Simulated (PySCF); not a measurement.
Sb(Cl)2(Et) (C2H5Cl2Sb), SMILES C[CH2][Sb]([Cl])[Cl].

Coordinates come from a B3LYP-D3(BJ)/def2-SVP optimisation. The structure was generated by enumeration; whether it is a known compound was not checked. The def2 effective core potentials stand for the cores of Sb; spin–orbit coupling is left out. Other conformers were not sampled.

Level of theory: B3LYP-D3(BJ)/def2-SVP in PySCF.

Frequencies are harmonic and unscaled.

```csv
mode,ν (cm⁻¹),IR (km/mol),Raman (Å⁴/amu),depolarisation,moving atoms (share of kinetic energy)
1,65,0.9,0.2,0.75,"C 40 %, H 38 %, Cl 15 %"
2,100,1.0,2.8,0.74,"Cl 48 %, C 27 %, Sb 12 %, H 12 %"
3,117,1.9,4.0,0.73,"Cl 76 %, Sb 10 %, C 10 %"
4,146,3.3,2.8,0.74,"H 35 %, Cl 29 %, C 19 %, Sb 17 %"
5,238,0.4,2.7,0.29,"H 58 %, C 34 %"
6,258,0.2,2.6,0.33,"H 46 %, C 45 %"
7,348,56.4,8.9,0.62,"Cl 74 %, Sb 25 %"
8,356,32.0,14.1,0.15,"Cl 78 %, Sb 21 %"
9,493,14.3,32.1,0.26,"C 68 %, H 22 %, Sb 9 %"
10,694,8.3,0.6,0.74,"H 82 %, C 17 %"
11,948,2.9,3.0,0.75,"H 90 %, C 10 %"
12,967,2.5,2.9,0.58,"H 79 %, C 20 %"
13,1042,4.8,6.4,0.75,"C 71 %, H 29 %"
14,1205,19.4,25.9,0.37,"H 68 %, C 32 %"
15,1235,0.4,2.7,0.74,"H 76 %, C 24 %"
16,1395,3.5,7.2,0.54,"H 82 %, C 18 %"
17,1432,1.3,9.1,0.74,"H 89 %, C 11 %"
18,1472,4.9,20.1,0.69,H 97 %
19,1480,6.5,15.1,0.75,H 97 %
20,3022,31.0,166.9,0.06,H 97 %
21,3052,7.2,106.1,0.16,H 94 %
22,3093,14.9,139.5,0.62,"H 91 %, C 9 %"
23,3114,3.9,83.5,0.64,"H 91 %, C 9 %"
24,3128,9.2,23.8,0.72,"H 90 %, C 10 %"
```
